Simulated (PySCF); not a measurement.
# Krypton: a sound run and one with changed settings

Sound run: Kr⁺ [Ar] 3d10 4s2 4p5, Kr²⁺ [Ar] 3d10 4s2 4p4. Calculation: PySCF 2.14, in jorge-DZP-DKH (8s6p2d1f, 43 functions); scalar relativity by spin-free X2C-1e. In the sound run the correlated levels freeze [Ar] 3d10. The sound run starts from symmetry-adapted Hartree-Fock orbitals and uses a fine grid where one is needed.

Changed run: a valence shell is frozen. This setting is unsound on purpose.

| species | method | sound run (hartree) | changed run (hartree) | converged |
| --- | --- | --- | --- | --- |
| Kr⁺ | MP2 | -2787.57020 | -2787.54914 | yes |
| Kr⁺ | CCSD(T) | -2787.57673 | -2787.55168 | yes |
| Kr²⁺ | MP2 | -2786.70492 | -2786.68216 | yes |
| Kr²⁺ | CCSD(T) | -2786.71104 | -2786.68389 | yes |

Ionisation energy of Kr⁺:

```tsv
method	sound run (eV)	changed run (eV)
UHF	23.350	23.350
MP2	23.545	23.592
SCS-MP2	23.538	23.612
CCSD	23.553	23.610
CCSD(T)	23.557	23.614
```

Freezing a valence shell removes pair correlation that changes on ionisation.

For comparison, NIST gives 24.360 eV between the lowest levels.
